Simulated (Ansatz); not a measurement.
**Redistribution: AsH(CH3)2 + C2H9AsSi → AsH(CH3)(SiH3) + C3H9As**

Species: AsH(CH3)2, singlet; C2H9AsSi `CC[AsH][SiH3]`, singlet; AsH(CH3)(SiH3), singlet; C3H9As `CC[AsH]C`, singlet. The partners trade CH3 for SiH3; both sit on As, so the bond types are kept.

Shapes, held fixed at every level: PBE0-D4/def2-TZVP. Flexible molecules stand in one conformer, not always the lowest. Programs: Ansatz 0.2.0. The zero-point and thermal change to 298 K, harmonic and unscaled (PBE0-D4/def2-TZVP), is 0.0 kJ/mol.

(1) Estimate ΔH(298 K) of this reaction.

## Answers

(1) The highest level, CCSD(T)/def2-TZVPP, gives ΔH(298 K) = +1.5 kJ/mol; the levels span +1.0 to +1.7. That is about zero within the method's error. The column of differences is taken from that level and isn't an error. No measured value is set beside it here. Relativity is left out for As unless named. Correlated rows may include outer-core shells of As, which these sets cover unevenly. Times are processor times on shared x86 and Arm servers, and rough.

```csv
level,kind,ΔH(298 K) (kJ/mol),less CCSD(T)/def2-TZVPP,CPU time (sum over the molecules)
HF/def2-SVP,Hartree–Fock,+1.0,-0.5,–
SPW92/def2-TZVPP,LDA,+1.4,-0.1,20 s
PBE0-D4/def2-TZVPP,global hybrid,+1.4,-0.1,41 s
B2PLYP/def2-TZVPP,double hybrid,+1.4,-0.1,72 s
MP2/def2-SVP,perturbation theory,+1.7,+0.2,–
CCSD(T)/def2-SVP,coupled cluster or CI,+1.4,-0.1,76 s
CCSD(T)/def2-TZVPP,coupled cluster or CI,+1.5,0.0,21 min
```
